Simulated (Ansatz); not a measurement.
Species: C$_{5}$H$_{5}$S, charge 0, multiplicity 2. It need not be the lowest isomer of its formula. 
Coordinates optimised at B3LYP-D3(BJ)/def2-TZVP (Ansatz, a program for electronic structure):
```
C
C 1 1.3750
H 2 1.0798 1 122.03
H 2 1.0809 3 118.02 1 180.00
C 1 1.4119 2 128.55 3 180.00
H 5 1.0804 1 121.83 2 0.00
C 5 1.3978 6 124.55 1 -180.00
C 7 1.3772 5 113.31 6 180.00
H 8 1.0774 7 127.73 5 -180.00
H 7 1.0807 8 122.79 9 0.00
S 8 1.7224 9 120.30 7 -180.00
```
Charge 0, spin multiplicity 2.

Quantity: atomisation energy (electronic, to ground-state atoms), in kcal/mol. Cores are frozen in the correlated levels unless marked. UHF or UKS for open shells. Spin-orbit coupling is left out. No relativistic terms. The coupled-cluster limit lacks core correlation, which all-electron functionals hold. Basis-set limits of correlation are two-point, X^-3; Hartree-Fock from the larger set. [CCSD(T)-MP2]/basis is that difference in the basis named.

| level | program | atomisation energy (kcal/mol) |
|---|---|---|
| HF/STO-3G | Ansatz | 1017.6 |

Task: Estimate the value at RI-MP2/CBS(cc-pV(T+d)Z,cc-pV(Q+d)Z)+[CCSD(T)-MP2]/cc-pV(T+d)Z as computed with Ansatz.

Result: 1161.3 kcal/mol, so HF/STO-3G differs from it by -143.7 kcal/mol.
